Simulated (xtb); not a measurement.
xtb input (GFN1-xTB):

```bash
xtb mol.xyz --gfn 1 --sp --chrg 1 --uhf 0
```
mol.xyz:
```
7

Si    -0.66137195     0.03005843    -0.19888276
O      1.09730139    -0.03296704     0.34173299
H     -0.79969106    -1.14519495    -1.06253542
H     -1.31574999    -0.04837442     1.10877414
H     -0.65725992     1.33019804    -0.87264013
H      1.83771109     0.29480227    -0.19634367
H      1.41578613    -0.58851267     1.07323982
```

Output:

```
           -------------------------------------------------
          |                Calculation Setup                |
           -------------------------------------------------

           -------------------------------------------------
          |                 G F N 1 - x T B                 |
           -------------------------------------------------

        Reference                      10.1021/acs.jctc.7b00118
      * Hamiltonian:
        H0-scaling (s, p, d)           1.850000    2.250000    2.000000
        zeta-weighting                 0.000000
      * Dispersion:
        s8                             2.400000
        a1                             0.630000
        a2                             5.000000
        s9                             0.000000
      * Repulsion:
        kExp                           1.500000
        rExp                           1.000000
      * Coulomb:
        alpha                          2.000000
        third order                    atomic
        anisotropic                    false
      * Halogen bond correction:
        rad-scale                      1.300000
        damping                        0.440000

          ...................................................
          :                      SETUP                      :
          :.................................................:
          :  # basis functions                  24          :
          :  # atomic orbitals                  23          :
          :  # shells                           15          :
          :  # electrons                        14          :
          :  # halogen bonds                     0          :
          :  max. iterations                   250          :
          :  Hamiltonian                  GFN1-xTB          :
          :  restarted?                      false          :
          :  GBSA solvation                  false          :
          :  PC potential                    false          :
          :  electronic temp.          300.0000000     K    :
          :  accuracy                    1.0000000          :
          :  -> integral cutoff          0.2500000E+02      :
          :  -> integral neglect         0.1000000E-07      :
          :  -> SCF convergence          0.1000000E-05 Eh   :
          :  -> wf. convergence          0.2000000E-04 e    :
          :  Broyden damping             0.4000000          :
          :  net charge                          1          :
          :  unpaired electrons                  0          :
          ...................................................

 iter      E             dE          RMSdq      gap      omega  full diag
   1     -8.8486948 -0.884869E+01  0.538E+00    7.19       0.0  T
   2     -8.8767274 -0.280326E-01  0.265E+00    6.31       1.0  T
   3     -8.8794691 -0.274175E-02  0.605E-01    5.72       1.0  T
   4     -8.8795875 -0.118345E-03  0.213E-01    5.82       1.0  T
   5     -8.8798421 -0.254650E-03  0.123E-01    5.77       1.0  T
   6     -8.8799245 -0.823243E-04  0.359E-02    5.79       1.1  T
   7     -8.8799332 -0.874414E-05  0.671E-03    5.80       5.6  T
   8     -8.8799335 -0.293813E-06  0.181E-03    5.80      20.8  T
   9     -8.8799335 -0.231182E-07  0.126E-05    5.80    3010.4  T
  10     -8.8799335  0.888178E-13  0.742E-06    5.80    5094.6  T

   *** convergence criteria satisfied after 10 iterations ***

         #    Occupation            Energy/Eh            Energy/eV
      -------------------------------------------------------------
         1        2.0000           -1.0781363             -29.3376
         2        2.0000           -0.9233545             -25.1258
         3        2.0000           -0.9111601             -24.7939
         4        2.0000           -0.8431219             -22.9425
         5        2.0000           -0.7999248             -21.7671
         6        2.0000           -0.6631611             -18.0455
         7        2.0000           -0.6618371             -18.0095 (HOMO)
         8                         -0.4485410             -12.2054 (LUMO)
         9                         -0.3956818             -10.7671
        10                         -0.3932054             -10.6997
        11                         -0.3850859             -10.4787
        12                         -0.3434348              -9.3453
       ...                                ...                  ...
        23                          1.0708089              29.1382
      -------------------------------------------------------------
                  HL-Gap            0.2132960 Eh            5.8041 eV
             Fermi-level           -0.5551890 Eh          -15.1075 eV

 SCC (total)                   0 d,  0 h,  0 min,  0.004 sec
 SCC setup                      ...        0 min,  0.000 sec (  1.643%)
 Dispersion                     ...        0 min,  0.000 sec (  1.019%)
 classical contributions        ...        0 min,  0.000 sec (  0.375%)
 integral evaluation            ...        0 min,  0.001 sec ( 24.658%)
 iterations                     ...        0 min,  0.001 sec ( 31.457%)
 molecular gradient             ...        0 min,  0.001 sec ( 38.337%)
 printout                       ...        0 min,  0.000 sec (  2.128%)

         :::::::::::::::::::::::::::::::::::::::::::::::::::::
         ::                     SUMMARY                     ::
         :::::::::::::::::::::::::::::::::::::::::::::::::::::
         :: total energy              -8.818581138372 Eh    ::
         :: gradient norm              0.016786716614 Eh/a0 ::
         :: HOMO-LUMO gap              5.804080661540 eV    ::
         ::.................................................::
         :: SCC energy                -8.879933511812 Eh    ::
         :: -> electrostatic           0.128752732498 Eh    ::
         :: repulsion energy           0.062649801231 Eh    ::
         :: dispersion energy         -0.001297427792 Eh    ::
         :: halogen bond corr.         0.000000000000 Eh    ::
         :: add. restraining           0.000000000000 Eh    ::
         :: total charge               1.000000000000 e     ::
         :::::::::::::::::::::::::::::::::::::::::::::::::::::

           -------------------------------------------------
          |                Property Printout                |
           -------------------------------------------------

    * Orbital Energies and Occupations

         #    Occupation            Energy/Eh            Energy/eV
      -------------------------------------------------------------
         1        2.0000           -1.0781363             -29.3376
         2        2.0000           -0.9233545             -25.1258
         3        2.0000           -0.9111601             -24.7939
         4        2.0000           -0.8431219             -22.9425
         5        2.0000           -0.7999248             -21.7671
         6        2.0000           -0.6631611             -18.0455
         7        2.0000           -0.6618371             -18.0095 (HOMO)
         8                         -0.4485410             -12.2054 (LUMO)
         9                         -0.3956818             -10.7671
        10                         -0.3932054             -10.6997
        11                         -0.3850859             -10.4787
        12                         -0.3434348              -9.3453
        13                         -0.2645006              -7.1974
        14                         -0.2584265              -7.0321
        15                         -0.2405949              -6.5469
        16                         -0.2307741              -6.2797
        17                         -0.2280140              -6.2046
        18                         -0.0035331              -0.0961
Note: The following floating-point exceptions are signalling: IEEE_DENORMAL
normal termination of xtb
       ...                                ...                  ...
        23                          1.0708089              29.1382
      -------------------------------------------------------------
                  HL-Gap            0.2132960 Eh            5.8041 eV
             Fermi-level           -0.5551890 Eh          -15.1075 eV

  Mulliken/CM5 charges         n(s)   n(p)   n(d)
     1Si    0.54996  0.28755   1.351  1.509  0.590
     2O    -0.45942 -0.79438   1.684  4.776  0.000
     3H    -0.00211  0.08427   1.002  0.000  0.000
     4H    -0.00082  0.08630   1.001  0.000  0.000
     5H    -0.00082  0.08630   1.001  0.000  0.000
     6H     0.45660  0.62498   0.543  0.000  0.000
     7H     0.45660  0.62498   0.543  0.000  0.000

Wiberg/Mayer (AO) data.
largest (>0.10) Wiberg bond orders for each atom

 ---------------------------------------------------------------------------
     #   Z sym  total        # sym  WBO       # sym  WBO       # sym  WBO
 ---------------------------------------------------------------------------
     1  14 Si   3.577 --     3 H    0.920     5 H    0.918     4 H    0.918
                             2 O    0.779
     2   8 O    2.324 --     1 Si   0.779     7 H    0.767     6 H    0.767
     3   1 H    0.994 --     1 Si   0.920
     4   1 H    0.993 --     1 Si   0.918
     5   1 H    0.993 --     1 Si   0.918
     6   1 H    0.794 --     2 O    0.767
     7   1 H    0.794 --     2 O    0.767
 ---------------------------------------------------------------------------

Topologies differ in total number of bonds
Writing topology from bond orders to xtbtopo.mol

 dipole moment from electron density (au)
     X       Y       Z
   1.6532  -0.2675   0.3633  total (Debye):    4.356

           -------------------------------------------------
          | TOTAL ENERGY               -8.818581138372 Eh   |
          | GRADIENT NORM               0.016786716614 Eh/α |
          | HOMO-LUMO GAP               5.804080661540 eV   |
           -------------------------------------------------

------------------------------------------------------------------------
------------------------------------------------------------------------
 total:
 SCF:
```

It need not be the lowest isomer of its formula.
